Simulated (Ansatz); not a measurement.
`[CH3][Ti]([OH])([OH])[OH]`, charge 0, multiplicity 1.

Q: Give a relaxed structure at PBE0-D4/def2-TZVP (the Gaussian-basis code of Ansatz). (Estimate.)

A: Ansatz gave: 
Cartesian coordinates in Å:
```
C 1.199 -0.978 -0.106
Ti -0.461 0.239 0.122
O -0.866 0.180 1.873
O -1.749 -0.534 -0.857
O 0.074 1.838 -0.438
H 0.960 -1.985 0.244
H 1.494 -1.021 -1.158
H 2.030 -0.578 0.482
H -0.694 0.783 2.597
H -2.063 -0.552 -1.759
H 0.077 2.607 -1.001
```
This is one stationary point; other conformers may exist.
